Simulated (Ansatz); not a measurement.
Gas-phase electronic energies from Ansatz, PBE0-D4/def2-TZVP geometries. CCSD(T)/CBS is the MP2 limit (def2-TZVPP, def2-QZVPP) plus CCSD(T) − MP2 in def2-TZVPP, frozen cores. DFT in def2-TZVPP. B3LYP here is the variant with VWN-RPA as its local correlation; programs differ in this. HSE06 is defined as in plane-wave codes. One conformer a species, not always the lowest.

Consider the isomerisation: `CC(C)(O)[SiH3]` → `C[SiH2]C(C)O`.

`CC(C)(O)[SiH3]`:

```xyz
15

C     1.471   -0.225   -0.131
C     0.015   -0.062    0.279
C    -0.823   -1.226   -0.229
O    -0.089    0.039    1.700
Si   -0.681    1.596   -0.352
H     1.869   -1.170    0.261
H     1.583   -0.250   -1.219
H     2.084    0.588    0.262
H    -0.428   -2.172    0.164
H    -0.804   -1.290   -1.320
H    -1.861   -1.133    0.096
H     0.250   -0.777    2.084
H    -0.621    1.608   -1.841
H    -2.096    1.751    0.073
H     0.131    2.724    0.171
```

`C[SiH2]C(C)O`:

```xyz
15

C     0.715   -1.744    1.032
Si    0.537    0.118    0.967
C    -0.737    0.680   -0.325
C    -0.291    0.408   -1.746
O    -0.967    2.086   -0.222
H    -0.243   -2.223    1.245
H     1.087   -2.133    0.081
H     1.420   -2.039    1.813
H     0.069    0.636    2.289
H     1.845    0.760    0.661
H    -1.680    0.135   -0.150
H    -1.038    0.774   -2.455
H    -0.157   -0.664   -1.914
H     0.654    0.913   -1.960
H    -1.215    2.292    0.684
```

| level | ΔE (kJ/mol) | difference from CCSD(T)/CBS |
| --- | --- | --- |
| LDA (SPW92) | -25.6 | 2.4 |
| r2SCAN-D4 | -32.3 | -4.3 |
| B3LYP-D4 | -30.7 | -2.7 |
| r2SCAN0-D4 | -31.6 | -3.6 |
| HSE06-D4 | -32.0 | -4.0 |
| LC-ωPBE | -32.9 | -4.9 |
| CCSD(T)/def2-SVP | -11.7 | 16.3 |
| SCS-MP2/def2-TZVPP | -26.1 | 1.9 |
| CCSD/def2-TZVPP | -27.2 | 0.8 |
| CCSD(T)/def2-TZVPP | -26.3 | 1.7 |
| CCSD(T)/CBS | -28.0 | 0 |

Largest T1 diagnostic among the species: 0.010.

Leaving LDA and LC-ωPBE aside and taking each functional with its dispersion term where it has one, the values, not all of them listed here, spread over 4.5 kJ/mol, from PBE-D4 to ωB97X-V. LDA lies +9.4 kJ/mol from PBE without D4. In def2-TZVPP, CCSD(T) changes the Hartree–Fock value by +3.6 kJ/mol (the triples alone add +0.9 kJ/mol) and MP2 by +3.4 kJ/mol. At CCSD(T), def2-SVP lies +16.3 kJ/mol from the extrapolated value and def2-TZVPP +1.7 kJ/mol.

CCSD(T)/CBS has its own doubt, a few kJ/mol and more with outer-core shells, so smaller differences from it don't rank the levels.
